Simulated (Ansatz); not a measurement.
A CCSD(T) single point on C2H6FNSi (`C[C@@H]1N[Si@@H]1F`).

```yaml
crystal:
  periodic: [false, false, false]
  atoms:
    - {symbol: C, position_ang: [-1.144523, 0.480075, 0.867641]}
    - {symbol: C, position_ang: [0.036496, -0.330138, 0.406280]}
    - {symbol: N, position_ang: [1.220740, 0.468144, -0.093342]}
    - {symbol: Si, position_ang: [0.628656, -0.538156, -1.304368]}
    - {symbol: F, position_ang: [-0.048107, 0.149051, -2.568063]}
    - {symbol: H, position_ang: [-0.932522, 0.973997, 1.821688]}
    - {symbol: H, position_ang: [-1.399867, 1.253277, 0.140797]}
    - {symbol: H, position_ang: [-2.018839, -0.161320, 1.006452]}
    - {symbol: H, position_ang: [0.297689, -1.136859, 1.096706]}
    - {symbol: H, position_ang: [2.070480, 0.507447, 0.444967]}
    - {symbol: H, position_ang: [1.355096, -1.722517, -1.798059]}
basis:
  gaussian: {orbitals: def2-SVP}
correlation: {method: ccsd_t}
```

```sh
$ ansatz run in.yaml --threads 4 --pin off --events-out ev --progress --plain --max-ram 10444MiB
```

Log, shortened:

```
Functional definition: HF
1039 factors; integrals over basis functions are off by at most 1.4e-3 eV
mean field evaluation 1: about -14195.2573 eV, gradient 3.9e1 eV
mean field evaluation 2: about -14195.2608 eV, gradient 3.9e1 eV
mean field evaluation 4: about -14198.7796 eV, gradient 3.5e0 eV
mean field evaluation 8: about -14198.8211 eV, gradient 1.8e-4 eV
mean field -14198.82105304 eV, -521.7970493926 hartree, gradient 9.0e-7 eV, S^2 0.000000; 0 other end points of the search recorded, 0 dependent functions left out
9 core orbitals not correlated: weight in the atoms' cores, before any rotation towards them, 1.000 or more for the frozen orbitals, at most 0.000 for the correlated occupied ones
reference -14198.82105304 eV, -521.7970493926 hartree; 15, 15 occupied and 80, 80 virtual orbitals, 1039 factors
second order -19.78811043 eV of doubles, -0.00000000 eV of singles
cycle   1  -20.35143159 eV  change   -5.6e-1 eV  update   1.0e-1
cycle   2  -20.84458261 eV  change   -4.9e-1 eV  update   2.9e-2
cycle   3  -20.96733101 eV  change   -1.2e-1 eV  update   1.5e-2
cycle   4  -20.96347950 eV  change    3.9e-3 eV  update   3.4e-3
cycle   5  -20.96250349 eV  change    9.8e-4 eV  update   1.4e-3
cycle   6  -20.96280202 eV  change   -3.0e-4 eV  update   4.9e-4
cycle   7  -20.96252392 eV  change    2.8e-4 eV  update   1.6e-4
cycle   8  -20.96248814 eV  change    3.6e-5 eV  update   5.8e-5
cycle   9  -20.96250164 eV  change   -1.4e-5 eV  update   1.8e-5
perturbative correction -0.57212312 eV, -0.0210251369 hartree
Total energy: -14220.35567780 eV, -522.5884322560 hartree
```

Run time 4.8 s (4 threads of an Arm Neoverse V1 on a shared host); peak host memory 0.48 GiB.

The correlation energy is -21.535 eV, 2.7 % of it from (T); the T1 diagnostic reads 0.0117.
